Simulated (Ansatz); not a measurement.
Reaction (hydrogenolysis of a C–C bond): `CCC(=N)[SiH3]` + H₂ → `CC(=N)[SiH3]` + CH₄

Computed with Ansatz on PBE0-D4/def2-TZVP structures; ΔE is electronic, products minus reactants. CCSD(T)/CBS adds triple-zeta CCSD(T) − MP2 to the extrapolated MP2 energy (def2 sets, frozen cores). This one scheme is used for every species. Functionals use def2-TZVPP. HSE06 is defined as in plane-wave codes. Each species was taken in one conformer, which may not be the lowest.

CCSD(T)/CBS gives -17.0 kcal/mol.

Task: Another level gave -19.1 kcal/mol. Which?
A. MP2/def2-TZVPP
B. HF/def2-TZVPP
C. PBE0/def2-TZVPP
D. HSE06-D4/def2-TZVPP

Result: C. PBE0 -19.1, HF/def2-TZVPP -21.7, HSE06-D4 -17.7, MP2/def2-TZVPP -16.4 kcal/mol.

Largest T1 diagnostic among the species: 0.012.

In def2-TZVPP, CCSD(T) changes the Hartree–Fock value by +4.6 kcal/mol (the triples alone add +0.9 kcal/mol) and MP2 by +5.4 kcal/mol. Leaving LDA and LC-ωPBE aside and taking each functional with its dispersion term where it has one, the values, not all of them listed here, spread over 3.5 kcal/mol, from B97M-V to revPBE-D4. LDA lies +2.3 kcal/mol from PBE without D4.
